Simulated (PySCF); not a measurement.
PySCF 2.14 output of an unrestricted PBE0 calculation on a single atom or ion in aug-cc-pVQZ-PP with ECP60MDF (7s7p6d4f3g2h, 135 functions), with a scalar-relativistic core potential:

```
SCF conv_tol = 1e-09
number electrons alpha = 10  beta = 5
    C. Adamo and V. Barone.,  J. Chem. Phys. 110, 6158 (1999)
    M. Ernzerhof and G. E. Scuseria.,  J. Chem. Phys. 110, 5029 (1999)
cycle= 1 E= -67.3222232452036  delta_E= -0.0157  |g|= 0.0288  |ddm|= 1.35
cycle= 2 E= -67.3240583355021  delta_E= -0.00184  |g|= 0.0378  |ddm|= 0.32
cycle= 3 E= -67.3250939899265  delta_E= -0.00104  |g|= 0.00652  |ddm|= 0.136
cycle= 4 E= -67.3253872598057  delta_E= -0.000293  |g|= 0.00104  |ddm|= 0.184
cycle= 5 E= -67.3253960690531  delta_E= -8.81e-06  |g|= 0.000122  |ddm|= 0.0265
cycle= 6 E= -67.3253961547898  delta_E= -8.57e-08  |g|= 7.46e-06  |ddm|= 0.00223
cycle= 7 E= -67.3253961549934  delta_E= -2.04e-10  |g|= 7.68e-07  |ddm|= 0.000164
converged SCF energy = -67.3253961549934  <S^2> = 8.8435506  2S+1 = 6.0311029
```

The run itself started from symmetry-adapted Hartree-Fock orbitals and held the occupation by maximum overlap, on a logarithmic radial grid, so the iterations belong to that start.

Q: Which element, charge and spin multiplicity is this?

A: W- (tungsten, charge -1), multiplicity 6; the state was [Xe] 4f14 5d5 6s2, high-spin 6S determinant.

Energies and moments cover only the electrons outside the core potential. Spin-orbit coupling, which splits the p, d and f shells strongly at this Z, is absent. ⟨S²⟩ = 8.84 against 8.75 shows spin contamination. At PBE0 the highest occupied level has a positive energy, so only the finite basis holds that electron; in a semilocal or global hybrid functional this comes from self-interaction and does not mean that the real anion is unbound.
